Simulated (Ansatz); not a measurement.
`N[Si](Cl)Cl` radical. Total charge 0; spin multiplicity 2.

```json
{"atom": "N1", "x (Å)": "0.2455", "y (Å)": "-0.8663", "z (Å)": "-0.1845"}
{"atom": "Si2", "x (Å)": "-0.2656", "y (Å)": "0.5637", "z (Å)": "0.5887"}
{"atom": "Cl3", "x (Å)": "-1.9886", "y (Å)": "1.1786", "z (Å)": "-0.3574"}
{"atom": "Cl4", "x (Å)": "1.2503", "y (Å)": "1.9410", "z (Å)": "0.3722"}
{"atom": "H5", "x (Å)": "-0.4185", "y (Å)": "-1.5969", "z (Å)": "-0.3885"}
{"atom": "H6", "x (Å)": "1.1769", "y (Å)": "-1.2200", "z (Å)": "-0.0305"}
```

(1) List the harmonic frequencies (cm⁻¹, unscaled) at PBE0-D4/def2-TZVP in Ansatz. (Estimate.)

(2) Is this a minimum?

(3) Give the ideal-gas thermochemistry at 298.15 K and 1 bar (rigid rotor, harmonic oscillator; point group Cs, symmetry number 1).

## Answers

(1) The calculation gave: 144, 155, 282, 300, 360, 492, 557, 815, 876, 1563, 3593, 3698.

(2) Yes, all 12 modes are real.

(3) Zero-point energy 76.8 kJ/mol; H(298) − E = 94.7 kJ/mol; entropy 333.6 J/(mol·K), of which translation 168.0, rotation 113.8, vibration 46.0, electronic 5.8; G(298) − E = -4.8 kJ/mol.
